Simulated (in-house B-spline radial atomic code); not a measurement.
Configurations of K⁴⁺, with energies counted from [Ne] 3s2 3p3. Method: non-relativistic PBE0, spin-polarised, spherical fractional occupations, exact exchange averaged over the configuration, point nucleus. Calculated with a radial B-spline atomic code at the basis-set limit. Shells without spins written out take the highest spin.

Occupations are held fixed; configurations that lie above the ionisation limit could autoionise.

```json
{"configuration": "[Ne] 3s2 3p2 4s1", "E - E(ref) (eV)": "41.866", "highest orbital": "4s up", "its <r> (bohr)": "2.617"}
{"configuration": "[Ne] 3s1 3p3 4s1", "E - E(ref) (eV)": "53.059", "highest orbital": "4s up", "its <r> (bohr)": "2.603"}
{"configuration": "[Ne] 3s1 3p3 4p1", "E - E(ref) (eV)": "58.504", "highest orbital": "4p up", "its <r> (bohr)": "2.826"}
{"configuration": "[Ne] 3s2 3p2 4f1", "E - E(ref) (eV)": "59.551", "highest orbital": "4f up", "its <r> (bohr)": "3.298"}
{"configuration": "[He] 2s2 2p5 3s2 3p3 4p1", "E - E(ref) (eV)": "332.11", "highest orbital": "4p up", "its <r> (bohr)": "2.749"}
```

Task: Order these further configurations by energy, lowest first.
A. [Ne] 3s1 3p4
B. [Ne] 3s1 3p3 4d1
C. [He] 2s2 2p5 3s2 3p3 3d1
D. [Ne] 3s1 3p3 3d1
E. [Ne] 3s2 3p2 3d1

Result: A (17.641 eV), E (26.848 eV), D (36.913 eV), B (66.376 eV), C (307.99 eV).
